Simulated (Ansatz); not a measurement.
Calculation: frozen-core CCSD(T)/cc-pVTZ // B3LYP-D3(BJ)/def2-TZVP run with Ansatz (a quantum-chemistry and plane-wave program).

Ansatz 0.2 input:
```yaml
crystal:
  periodic: [false, false, false]
  atoms:
    - { symbol: C, position_ang: [-1.057697, -0.1263, 0.144334] }
    - { symbol: C, position_ang: [0.288273, 0.237487, -0.217989] }
    - { symbol: O, position_ang: [0.581344, 1.11549, -1.005703] }
    - { symbol: O, position_ang: [1.228557, -0.511692, 0.419217] }
    - { symbol: H, position_ang: [-1.250344, -0.918388, 0.851864] }
    - { symbol: H, position_ang: [-1.870919, 0.415565, -0.311802] }
    - { symbol: H, position_ang: [2.091691, -0.195076, 0.112516] }
basis:
  gaussian: { orbitals: cc-pVTZ }
correlation:
  method: ccsd_t
magnetization:
  spin_polarized: true
  initial_magnetization: 1
```

Output:

```
Functional definition: HF
958 factors; integrals over basis functions are off by at most 6.9e-4 eV
mean field evaluation 1: about -6180.8340 eV, gradient 3.0e1 eV
mean field evaluation 2: about -6180.8380 eV, gradient 3.0e1 eV
mean field evaluation 4: about -6184.3361 eV, gradient 3.4e0 eV
mean field evaluation 8: about -6184.4676 eV, gradient 3.4e-1 eV
mean field evaluation 16: about -6184.4769 eV, gradient 1.6e-6 eV
mean field evaluation 32: about -6180.6584 eV, gradient 1.6e1 eV
mean field evaluation 64: about -6175.6768 eV, gradient 1.2e1 eV
mean field -6184.47689041 eV, -227.2753337337 hartree, gradient 1.6e-6 eV, S^2 0.805733; 2 other end points of the search recorded, 0 dependent functions left out
determinant -6184.47689041 eV, -227.2753337337 hartree, with singles and doubles -6205.76167681 eV, -228.0575352065 hartree
determinant -6181.92035450 eV, -227.1813827717 hartree, with singles and doubles -6203.10300358 eV, -227.9598307674 hartree
4 core orbitals not correlated
reference -6184.47689041 eV, -227.2753337337 hartree; 12, 11 occupied and 146, 147 virtual orbitals, 958 factors
second order -20.64622359 eV of doubles, -0.00000000 eV of singles
cycle   1  -21.11450294 eV  change    -1.9e0 eV  update   2.4e-2
cycle   2  -21.16724539 eV  change   -5.3e-2 eV  update   5.1e-3
cycle   3  -21.16401536 eV  change    3.2e-3 eV  update   2.5e-3
cycle   4  -21.16487352 eV  change   -8.6e-4 eV  update   1.0e-3
cycle   5  -21.16541048 eV  change   -5.4e-4 eV  update   5.5e-4
cycle   6  -21.16581714 eV  change   -4.1e-4 eV  update   2.8e-4
cycle   7  -21.16605008 eV  change   -2.3e-4 eV  update   1.3e-4
cycle   8  -21.16612479 eV  change   -7.5e-5 eV  update   7.0e-5
cycle   9  -21.16608921 eV  change    3.6e-5 eV  update   3.1e-5
cycle  10  -21.16606603 eV  change    2.3e-5 eV  update   1.4e-5
perturbative correction -0.87285209 eV, -0.0320767228 hartree
Total energy: -6206.51580854 eV, -228.0852490362 hartree
```

Cost: around 3.0 core-minutes (rough).
